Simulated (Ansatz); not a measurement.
`CC#CC=S` + `C[O][Al]([OH])[Cl]` → `C[O][Al]([Cl])[O]C` + `C#CC=S`  (substitution at a C–C bond)

Program: Ansatz. Geometries: PBE0-D4/def2-TZVP. ΔE: electronic, gas phase. CCSD(T)/CBS is the MP2 limit (def2-TZVPP, def2-QZVPP) plus CCSD(T) − MP2 in def2-TZVPP, frozen cores. Functionals use def2-TZVPP. B3LYP here is the variant with VWN-RPA as its local correlation; programs differ in this. Each species was taken in one conformer, which may not be the lowest.

| species | B3LYP-D4 energy (Eh) |
| --- | --- |
| `CC#CC=S` | -553.04337 |
| `C[O][Al]([OH])[Cl]` | -893.92636 |
| `C[O][Al]([Cl])[O]C` | -933.23981 |
| `C#CC=S` | -513.69664 |

(1) Work out ΔE.

Largest T1 diagnostic among the species: 0.016.

Answers

(1) ΔE = (-933.23981) + (-513.69664) − (-553.04337) − (-893.92636) = 0.03328 Eh = +87.4 kJ/mol. CCSD(T)/CBS gives +88.5 kJ/mol.

In def2-TZVPP, CCSD(T) changes the Hartree–Fock value by +6.3 kJ/mol (the triples alone add +1.1 kJ/mol) and MP2 by +15.2 kJ/mol.
